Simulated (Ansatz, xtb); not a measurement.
**C6H5NS2: which of two isomers lies lower**

Structure a: `Sc1csc2cc[nH]c12`, a singlet. Structure b: `Nc1cc2sccc2s1`, a singlet. Both are isolated molecules in the gas phase, relaxed with PBE-D3(BJ)/def2-SVP; the shapes shown needn't be the lowest conformers.

a (Å):

```yaml
atoms:
  - { symbol: C, position_ang: [-0.7636, 0.0672, -0.2669] }
  - { symbol: C, position_ang: [-0.4401, 0.4522, 1.0261] }
  - { symbol: C, position_ang: [0.6711, -1.7100, 0.4382] }
  - { symbol: C, position_ang: [1.2507, -2.9236, -0.0396] }
  - { symbol: C, position_ang: [0.7930, -3.0701, -1.3495] }
  - { symbol: C, position_ang: [-0.1158, -1.1638, -0.5947] }
  - { symbol: N, position_ang: [-0.0331, -2.0074, -1.6745] }
  - { symbol: S, position_ang: [-1.7523, 1.0266, -1.3927] }
  - { symbol: S, position_ang: [0.6280, -0.6704, 1.8392] }
  - { symbol: H, position_ang: [-2.8938, 0.2798, -1.2950] }
  - { symbol: H, position_ang: [-0.7852, 1.3523, 1.5486] }
  - { symbol: H, position_ang: [1.9165, -3.6145, 0.4873] }
  - { symbol: H, position_ang: [0.9989, -3.8633, -2.0765] }
  - { symbol: H, position_ang: [-0.4740, -1.8382, -2.5775] }
```

b (Å):

```xyz
14

C    -0.1109    0.3765   -0.8627
C     0.1220   -0.1674    0.3930
C     0.0081   -1.5917    0.3668
C    -0.1376   -4.0883    0.3348
C    -0.3769   -3.5563   -0.9187
C    -0.2957   -2.1336   -0.8933
N    -0.1768    1.7134   -1.2290
S     0.1897   -2.8644    1.5416
S    -0.4786   -0.8575   -2.0794
H     0.1585    1.9279   -2.1715
H     0.2242    2.3507   -0.5375
H     0.3680    0.4366    1.2757
H    -0.1371   -5.1440    0.6305
H    -0.6023   -4.1646   -1.8041
```

Energies in hartree; the thermal terms are from GFN2-xTB frequencies at re-optimised GFN2-xTB minima (ideal gas, soft modes damped towards free rotors, one conformer each, 298.15 K, 1 atm) and include the zero-point energy:

|  | a | b |
| --- | --- | --- |
| E, CCSD(T)/def2-SVP | −1080.441018 | −1080.439859 |
| E, MP2/def2-SVP | −1080.339291 | −1080.338717 |
| E, MP2/def2-TZVPP | −1081.219624 | −1081.226048 |
| zero-point energy | 0.092217 | 0.094249 |
| H(298 K) − E | 0.101373 | 0.103244 |
| G(298 K) − E | 0.058828 | 0.061468 |

Question: Correct the CCSD(T) difference for the basis set by the MP2 change, then work out ΔE, ΔE₀, ΔH and ΔG for a → b in kJ/mol (1 Eh = 2625.50 kJ/mol) and the equilibrium ratio [b]/[a].

Answer: 1. Differences b − a: CCSD(T) +0.001159, MP2 in the small set +0.000574, MP2 in the large set −0.006424 Eh.
2. ΔE = +0.001159 + (−0.006424 − (+0.000574)) = −0.005839 Eh = −15.33 kJ/mol.
3. ΔE₀ = ΔE + ΔZPE = −0.005839 + (+0.002032) Eh = −10.00 kJ/mol.
4. ΔH = ΔE + (+0.001871) Eh = −10.42 kJ/mol.
5. ΔG = ΔE + (+0.002640) Eh = −8.40 kJ/mol, so ΔS = (ΔH − ΔG)/T = −6.8 J/(mol K).
6. kT = 0.9442 mEh, so K = [b]/[a] = exp(−ΔG/kT) = exp(+3.39) ≈ 30.

The sums favour b, but ΔE leans on the basis-set step (CCSD(T) alone has the other sign or is under 1 kcal/mol), so the order isn't settled. An error of 4 kJ/mol in ΔG would change K by a factor of 5. The basis-set step is large, which makes the value less sure. MP2/def2-SVP found them nearly level. GFN2-xTB, HF/def2-SVP, CCSD(T)/def2-SVP gave ΔE the other sign. Mirror images and further conformers aren't counted.

As drawn, b has 1 C–N, 2 C∷S, 1 N–H in place of 1 C–S, 2 C∷N, 1 S–H (∷ is an aromatic bond).

Other levels gave ΔE = +18.2 (GFN2-xTB); −26.7 (HF/STO-3G, GFN2-xTB geometries); −18.6 (r2SCAN-D4/def2-SVP, GFN2-xTB geometries); −4.3 (PBE-D3(BJ)/def2-SVP); +6.1 (HF/def2-SVP); +1.5 (MP2/def2-SVP); +3.0 (CCSD(T)/def2-SVP) kJ/mol. The correlated steps freeze 17 core orbitals. Programs: Ansatz 0.2.0, xtb 6.7.1.
